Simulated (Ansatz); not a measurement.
Results of the Gaussian-basis code of Ansatz.

A structure relaxed at PBE0-D4/def2-TZVP, charge 0, multiplicity 1:

```csv
atom,x (Å),y (Å),z (Å)
S1,0.407,1.700,-1.394
B2,-0.050,0.393,-0.256
O3,-1.195,0.184,0.417
Al4,-0.165,-1.193,0.923
H5,1.641,1.227,-1.623
H6,-0.638,-2.310,1.933
```

Q: Give its formula and SMILES.

A: AlBH2OS, `S[B]1[O][AlH]1`.

Q: Point group (tolerance 0.08 Å, 0.16 Å for H)?

A: Cs.

Q: Summarise the bond lengths by kind.

A: 1 × B–S 1.793 Å; 1 × H–S 1.341 Å; 1 × B–O 1.344 Å; 1 × Al–B 1.979 Å; 1 × Al–O 1.792 Å; 1 × Al–H 1.579 Å.
